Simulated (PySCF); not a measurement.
# Correlation energy of Mo (molybdenum, neutral)

[Kr] 4d4 5s1 5p1, one real determinant (an excited configuration). All numbers are calculated (PySCF 2.14, scalar relativity through the core potential, in def2-QZVPPD with the def2 core potential (28 electrons) (7s5p4d3f2g, 81 functions)). Frozen: 4s2 4p6; 6 electrons correlated.

MP2 pair energies summed by pair of shells (mhartree):

| pair | energy | share (%) |
| --- | --- | --- |
| 4d-4d | -36.74 | 59.6 |
| 4d-5s | -15.38 | 25.0 |
| 4d-5p | -7.48 | 12.1 |
| 5s-5p | -2.00 | 3.2 |

Total MP2 correlation energy: -61.59 mhartree.

Same-spin part -61.59 and opposite-spin part 0.00 mhartree; SCS-MP2 scales them by 1/3 and 6/5 to -20.53 mhartree.

The reference is one real determinant that mixes LS terms of this configuration.
